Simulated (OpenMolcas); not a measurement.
**Fe2+ in a point-charge field**

Fe2+ among 6 point charges of -1.43 e arranged as a trigonal prism (D3h), 1.89 Å from the ion, with a polar angle of 50.1° against the regular 49.1°.
```
   1.4496    0.0000    1.2128  -1.43
  -0.7248    1.2554    1.2128  -1.43
  -0.7248   -1.2554    1.2128  -1.43
   1.4496    0.0000   -1.2128  -1.43
  -0.7248    1.2554   -1.2128  -1.43
  -0.7248   -1.2554   -1.2128  -1.43
```

- Program: OpenMolcas 26.06
- Method: CASSCF
- Basis: ANO-RCC-VDZP [5s4p2d1f]
- Scalar Hamiltonian: DKH2, point nucleus
- Active space: 6 electrons in 5 orbitals (3d)
- State averaging: 2S+1 = 5 even, 5 roots; 2S+1 = 3 even, 45 roots; 2S+1 = 1 even, 50 roots
- Spin-orbit coupling: RASSI with atomic mean-field integrals over the reference wave functions

The lowest spin-free states (labels of D3, the rotations of D3h), above the lowest:

| State | Degeneracy | E (cm-1) | Free-ion L (%) |
| --- | --- | --- | --- |
| 5A1 | 1 | 0.0 | D (100) |
| 5E | 2 | 2220 | D (100) |
| 5E | 2 | 5211 | D (100) |
| 3E | 2 | 21103 | H (71) |
| 3A2 | 1 | 22302 | H (84) |
| 3E | 2 | 22318 | H (97) |
| 3A1 | 1 | 22332 | H (84) |
| 3E | 2 | 24607 | P (35) |
| 3E | 2 | 25517 | H (54) |
| 3A2 | 1 | 25770 | P (44) |
| 3A2 | 1 | 25942 | H (60) |
| 3E | 2 | 26412 | H (100) |
| 3E | 2 | 26729 | F (99) |
| 3E | 2 | 28373 | G (33) |
| 3E | 2 | 28487 | G (96) |
| 3A1 | 1 | 28655 | G (98) |
| 3E | 2 | 29336 | G (56) |
| 3A2 | 1 | 29371 | F (83) |
| 3A1 | 1 | 29424 | F (83) |
| 3E | 2 | 30845 | G (54) |

The lowest levels with spin-orbit coupling:

| E (cm-1) | Degeneracy | Label | 2S+1 | g |
| --- | --- | --- | --- | --- |
| 0.0 | 1 | A1 | 5 |  |
| 6.7 | 2 | E | 5 | 0.00 0.00 4.00 |
| 26.5 | 2 | E | 5 | 0.00 0.00 8.00 |
| 1804 | 2 | E | 5 | 0.00 0.00 11.99 |
| 2011 | 2 |  | 5 | 0.00 0.00 8.00 |
| 2225 | 2 | E | 5 | 0.00 0.00 4.00 |
| 2445 | 2 | E | 5 |  |
| 2672 | 1 | A2 | 5 |  |
| 2673 | 1 | A1 | 5 |  |
| 5023 | 2 |  | 5 | 0.00 0.00 9.99 |
| 5155 | 2 | E | 5 | 0.00 0.00 5.99 |
| 5277 | 2 | E | 5 | 0.00 0.00 1.99 |
| 5381 | 1 | A2 | 5 |  |
| 5397 | 1 | A1 | 5 |  |
| 5490 | 2 | E | 5 | 0.00 0.00 6.00 |
| 20819 | 2 |  | 3 | 0.00 0.00 7.97 |
| 21103 | 2 | E | 3 | 0.00 0.00 3.98 |
| 21427 | 2 | E | 3 | 0.00 0.00 0.03 |
| 22205 | 2 | E | 3 | 0.00 0.00 9.70 |
| 22250 | 2 | E | 3 | 0.00 0.00 11.94 |

Powder χT (cm3 K/mol): 1.33 at 2 K, 2.87 at 10 K, 3.17 at 50 K, 3.18 at 100 K, 3.19 at 200 K, 3.21 at 300 K. The effective moment at 300 K is 2.828 √(χT) = 5.06 μB.

The lowest level has 2S+1 = 5, for which the spin-only value is χT = S(S+1) / 2 = 3.000 cm3 K/mol (g = 2). The computed 3.207 at 300 K differs by +0.207, through orbital momentum, spin-orbit coupling and any other state in reach.

Without dynamic correlation the repulsion within the d shell is too large (B by tens of per cent), so at a given field states of lower spin stand too high. This is an electrostatic model: the charges have no orbitals. No measured value stands beside these numbers.

The RASSCF and RASSI steps took 24 s on 1 thread of Arm Neoverse V2 (shared host); the integral step is not counted.

With an even number of electrons the g values are those of a degenerate or nearly degenerate non-Kramers pair.
